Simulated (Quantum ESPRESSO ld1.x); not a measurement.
Values are calculated unless marked as measured or tabulated.
Q: The helium ion He+, configuration 2p1 (not the ground configuration). Code: ld1.x of Quantum ESPRESSO 7.5. Model: Dirac Kohn-Sham, relativistic LDA (MacDonald-Vosko exchange, VWN5 correlation), spin-unpolarised, spherical densities, point nucleus; open shells fill j = l - 1/2 first. Some entries of the table are withheld. Estimate them.

orbital,occ.,eigenvalue (Ry),r(max) (bohr)
1s1/2,0,(1),0.5080
2p1/2,1,(2),(3)
2p3/2,0,(4),(5)
3p1/2,0,-0.20758,6.556
3p3/2,0,-0.20757,6.556

A: 
(1) 1s1/2 eigenvalue (Ry): -3.55677
(2) 2p1/2 eigenvalue (Ry): -0.69197
(3) 2p1/2 r(max) (bohr): 2.080
(4) 2p3/2 eigenvalue (Ry): -0.69192
(5) 2p3/2 r(max) (bohr): 2.080
